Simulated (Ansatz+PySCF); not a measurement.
singlet H₈: levels of theory in one basis

```xyz
8

H     0.0000    0.0000    0.0000
H     0.0000    0.0000    1.0000
H     0.0000    0.0000    2.0000
H     0.0000    0.0000    3.0000
H     0.0000    0.0000    4.0000
H     0.0000    0.0000    5.0000
H     0.0000    0.0000    6.0000
H     0.0000    0.0000    7.0000
```

Basis set: 6-31G* (spherical functions). All electrons are correlated. Charge 0, multiplicity 1.

Computed with Ansatz (development build ahead of 0.2.0); each method stands on the lowest determinant of its kind that the runs found. NEVPT2 correlates all electrons. Active spaces start from the frontier orbitals, and the lowest solution found is given.

```csv
method,E − E(RHF) (eV),<S²> of the determinant
RHF,0.00,0.00
UHF,-0.09,0.41
RHF-MP2,-2.52,–
UHF-MP2,-2.20,0.41
RHF-CCSD,-3.59,–
UHF-CCSD,-3.52,0.41
RHF-CCSD(T),-3.64,–
UHF-CCSD(T),-3.62,0.41
full CI (lowest root of this spin),-3.65,–
"CASSCF(2,2)",-0.66,–
"SC-NEVPT2(8,8)",-3.49,–
"SC-NEVPT2(2,2)",-2.61,–
```

(1) What does CASSCF(8,8) give on the same scale?

(2) Is a single determinant a sound starting point here?

## Answers

(1) -2.98 eV.

At such a shape the full CI root can have another spatial symmetry than the determinants, so the rows needn't describe one state.

(2) Only with care. Unrestricted orbitals gain 0.09 eV and <S²> is 0.41 against 0.00 for a pure state, so spin symmetry breaks but gains little energy; restricted orbitals can still serve. The CASSCF(8,8) natural occupations are 1.98, 1.97, 1.94, 1.88, 0.13, 0.06, 0.03, 0.02. The CASSCF(2,2) natural occupations are 1.95, 0.05.

Caution for UHF, UHF-MP2, UHF-CCSD, UHF-CCSD(T): the unrestricted determinant is spin contaminated; the determinant breaks the point group. Caution for RHF-MP2, UHF-MP2, RHF-CCSD, UHF-CCSD, RHF-CCSD(T), UHF-CCSD(T): bonds are stretched, where a single reference can fail. Caution for UHF-MP2: another reference gives a lower total. Caution for CASSCF(2,2), SC-NEVPT2(2,2): other starts end on other solutions of this active space.
